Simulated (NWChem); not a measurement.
GeSiH3F3; SMILES F[Si](F)(F)[GeH3]

All runs: NWChem. Pople sets run with spherical d functions. Structure relaxed at the PBE0/def2-SVP level.

Q: Taking B3LYP/def2-TZVPD as the yardstick, which of these has the fewest basis functions while keeping “highest occupied level (eV)” within 0.1 eV of it: B3LYP/6-31G*; B3LYP/STO-3G; B3LYP/6-311G**; B3LYP/3-21G?

A: B3LYP/6-311G**.
```json
[
 {"level": "B3LYP/STO-3G", "basis functions": "45", "highest occupied level (eV)": "-4.62", "relative time (rough)": "1"},
 {"level": "B3LYP/3-21G", "basis functions": "68", "highest occupied level (eV)": "-8.97", "relative time (rough)": "2"},
 {"level": "B3LYP/6-31G*", "basis functions": "98", "highest occupied level (eV)": "-8.95", "relative time (rough)": "5"},
 {"level": "B3LYP/6-311G**", "basis functions": "142", "highest occupied level (eV)": "-9.22", "relative time (rough)": "10"},
 {"level": "B3LYP/def2-TZVPD", "basis functions": "244", "highest occupied level (eV)": "-9.20", "relative time (rough)": "40"}
]
```

The yardstick is one finite set, not the basis-set limit.
